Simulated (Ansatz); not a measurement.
A run for Ansatz (an electronic-structure program): R-CCSD(T)/aug-cc-pVDZ on C2HNO2 (a complex).

Ansatz 0.2 input:
```yaml
crystal:
  periodic: [false, false, false]
  atoms:
    - {symbol: O, position_ang: [-0.23082593, 1.15738675, -0.46667028]}
    - {symbol: C, position_ang: [-0.02348325, 0.02262111, -0.34863643]}
    - {symbol: O, position_ang: [0.18303087, -1.11515204, -0.26256003]}
    - {symbol: C, position_ang: [0.08905289, 0.41416756, 3.77240307]}
    - {symbol: N, position_ang: [0.05772903, 0.30529415, 2.63272059]}
    - {symbol: H, position_ang: [0.11824781, 0.51564580, 4.83397870]}
basis:
  gaussian:
    orbitals: aug-cc-pVDZ
magnetization: {spin_polarized: false}
correlation: {method: ccsd_t, electrons: outside_noble_gas}
scf: {lower_state_search: off}
```

Program output:

```
WARN ansatz: RAYON_NUM_THREADS=1 ignored (pool sized by the plan → 1); use --threads N
Functional definition: HF
these checks for a lower state are left out or cut short: stability, starts, cluster_reference, orbital_swaps, neighbouring_geometries, increment
integrals: 0.24 GiB planned
1233 factors; integrals over basis functions are off by at most 9.9e-4 eV
mean field: 0.35 GiB planned
mean field evaluation 1: about -7629.9575 eV, gradient 4.6e1 eV
mean field evaluation 2: about -7630.0305 eV, gradient 4.6e1 eV
mean field evaluation 4: about -7634.1880 eV, gradient 3.8e0 eV
mean field evaluation 8: about -7634.2397 eV, gradient 4.0e-1 eV
mean field -7634.24033692 eV, -280.5531577080 hartree, gradient 2.3e-6 eV, S^2 0.000000; 0 other end points of the search recorded, 0 dependent functions left out
5 core orbitals not correlated
reference -7634.24033692 eV, -280.5531577080 hartree; 13, 13 occupied and 106, 106 virtual orbitals, 1233 factors
second order -21.76723134 eV of doubles, -0.00000000 eV of singles
coupled cluster: 0.72 GiB planned
cycle   1  -20.99283022 eV  change    7.7e-1 eV  update   1.4e-1
cycle   2  -21.70466593 eV  change   -7.1e-1 eV  update   4.4e-2
cycle   3  -21.88746844 eV  change   -1.8e-1 eV  update   2.0e-2
cycle   4  -21.87754722 eV  change    9.9e-3 eV  update   4.7e-3
cycle   5  -21.87933019 eV  change   -1.8e-3 eV  update   1.7e-3
cycle   6  -21.88115421 eV  change   -1.8e-3 eV  update   4.4e-4
cycle   7  -21.88101865 eV  change    1.4e-4 eV  update   1.5e-4
cycle   8  -21.88108387 eV  change   -6.5e-5 eV  update   3.6e-5
cycle   9  -21.88111031 eV  change   -2.6e-5 eV  update   1.1e-5
perturbative correction -0.93463491 eV, -0.0343471993 hartree
Total energy: -7657.05608214 eV, -281.3916208796 hartree
Checks for a lower state left out: stability, starts, cluster_reference, orbital_swaps, neighbouring_geometries, increment
```

The calculation finished and met its thresholds.

Cost: roughly 14 core-seconds.
